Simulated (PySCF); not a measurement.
**Excited states of Cu⁺ (copper, charge +1)**

Ground state [Ar] 3d10, ¹S. Computed with PySCF 2.14 in x2c-TZVPall with one added diffuse shell each of s, p, d type (7s6p5d1f, 57 functions), with the spin-free X2C one-electron Hamiltonian (Gaussian nucleus). Vertical excitation energies in eV without spin-orbit coupling; excited terms of each kind are numbered among those the solver found. Frozen: [Ar].

```csv
term,leading excitation,EOM-EE-CCSD
1 3D,3d → s,2.476
1 1D,3d → s,2.890
1 3P°,3d → p,7.759
1 3F°,3d → p,8.025
1 1F°,3d → p,8.176
1 1D°,3d → p,8.428
1 3D°,3d → p,8.450
1 1P°,3d → p,8.628
2 3D,3d → s,12.811
2 1D,3d → s,12.889
```

The solver can miss terms. Rydberg members are limited by the diffuse functions of the basis.
